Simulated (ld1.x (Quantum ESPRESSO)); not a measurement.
# PBE RRKJ dataset for Si (Z = 14), scalar-relativistic all-electron reference.

| Quantity | Value |
| --- | --- |
| Element | Si |
| Generator | ld1.x (Quantum ESPRESSO) 7.5 |
| Type | norm-conserving RRKJ (Kleinman–Bylander form) |
| Functional | PBE |
| Relativity | scalar-relativistic |
| Frozen core | [Ne] |
| Valence charge | 4 |
| Reference configuration | 3s2 3p0.5 (charge +1.5) |
| Partial waves | 3p (bound): rc 1.50 bohr; 3s (bound): rc 1.70 bohr |
| Local potential | the s channel |
| Core correction | none |
| rho0 | 0.001 |

All-electron outer shells of the reference configuration (PBE, scalar-relativistic, ld1.x):

| shell | level (eV) | outermost node (bohr) | outermost maximum (bohr) |
| --- | --- | --- | --- |
| 3s | -23.66 | 0.72 | 1.73 |
| 3p | -15.95 | 0.71 | 1.96 |

**Question.** Estimate the cutoffs (Ry, on a coarse ladder) from which the occupation-weighted sum of valence levels, in a spherical-Bessel basis at the reference potential, stays within 10 and 1 mRy of its value at 400 Ry.

**Answer.** 25 Ry and 45 Ry.

**Question.** Does the potential have ghost states?

**Answer.** No extra level below or beside the all-electron valence levels (p, s, d, f tested).

**Question.** Tests: 3s2 3p2; 3s2 3p1; 3s2 3p0; 3s2 3p1.5; 3s1 3p0; 3s0 3p4; 3s1 3p2. Which has the largest error in its energy relative to the reference configuration, and how large is it?

**Answer.** 3s1 3p0, with +60 meV (all-electron minus pseudo) on +43.07 eV.
